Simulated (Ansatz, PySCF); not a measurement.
Ways to break one bond of BB (B2H4):

A. BB (B2H4) → 2 [BH2] (BH2)
B. BB (B2H4) -> [BH]B + H atom

Quantity: bond dissociation energy (enthalpy at 298 K, with B3LYP-D3(BJ) rigid-rotor harmonic-oscillator terms from PySCF), kcal/mol. Structures are relaxed separately at B3LYP-D3(BJ)/def2-TZVP in Ansatz (an electronic-structure program), one conformer each, not searched for the lowest. Correlated levels leave the core frozen unless marked. Open shells are spin-unrestricted. No spin-orbit coupling. Non-relativistic. Basis-set limits of correlation are two-point, X^-3; Hartree-Fock from the larger set.

Rank them by bond dissociation energy at CCSD(T)/CBS(def2-TZVPPD,def2-QZVPPD) (Ansatz), lowest first.

B (85.6 kcal/mol), A (104.9 kcal/mol)
